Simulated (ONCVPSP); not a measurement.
# K (Z = 19): excitation energies, all-electron against ONCV

ONCVPSP 4.0.1 input, shortened (lines: element, Z, core and valence counts, functional; n l f; lmax; l rc ep ncon nbas qcut; lloc lpopt rc5 dvloc0; l nproj debl; icmod fcfact rcfact), PBE, scalar-relativistic:

```
  K 19.00    5    1        4      upf
    1    0    2.00
    2    0    2.00
    2    1    6.00
    3    0    2.00
    3    1    6.00
    3    2    1.00
    2
    0    3.35    0.05    3    8    2.10
    1    3.65    0.15    4    7    2.50
    2    4.00    0.00    4    8    2.70
    4    5    2.70    1.00
    0    2    3.30
    1    3    3.50
    2    3    1.60
    3    5.25    1.60
```

Energies are relative to the spin-unpolarised reference configuration 3d1; without spin polarisation the order of configurations can differ from experiment.

Q: Give the all-electron excitation energy and the error of the potential for: 3d0 4s1; 3d0 4s0.5; 3d0 4p1; 3d0.5 4s0.5.

A:

```csv
valence configuration,charge,ΔE all-electron (eV),error AE − PS (meV)
3d0 4s1,0,-2.456,+51
3d0 4s0.5,+0.5,-0.815,+29
3d0 4p1,0,-0.904,+45
3d0.5 4s0.5,0,-1.239,+26
```

Levels in the configuration 3d0 4s0.5:

```tsv
level	all-electron (eV)	pseudo (eV)
4s	-4.283	-4.341
```

Note: no bound ghost flagged but for a GHOST(-) flag that falls on a real empty level of the atom; GHOST(+) flagged for s at 92.1 eV, p at 212.7 eV, d at 231.0 eV, d at 360.5 eV.
